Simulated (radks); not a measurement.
Ar2+, configuration [Ne] 3s2 3p3 4s1 (not the ground configuration).

All-electron calculation, scalar-relativistic Kohn-Sham, r2SCAN, spin-unpolarised, spherical densities, finite nucleus; meta-GGA in the generalised Kohn-Sham scheme; Fermi nuclear charge, rms radius 3.4274 fm. Program: a radial shooting solver on a logarithmic mesh with Libxc functionals.

Energy parts (eV):
part                      energy
total                 -14335.648
kinetic                14413.043
electron-nucleus      -33643.569
Hartree                 5703.218
exchange-correlation    -808.340

Orbitals (lengths in bohr, moments of r in powers of bohr; r(max) is where P^2 peaks):
orbital  occ.  eigenvalue (eV)   r(max)      <r>
1s          2        -3176.725  0.05608  0.08573
2s          2        -341.9343   0.3378   0.4119
2p          6        -272.7419   0.2807   0.3752
3s          2         -58.0319    1.135    1.300
3p          3         -41.7217    1.205    1.414
4s          1         -15.6075    3.156    3.443

The highest occupied level is 4s at -15.607 eV. Summed over all electrons, <r^2> = 25.58 bohr^2, which gives a Langevin (diamagnetic) susceptibility term of -20.3 x 10^-6 cm^3/mol.
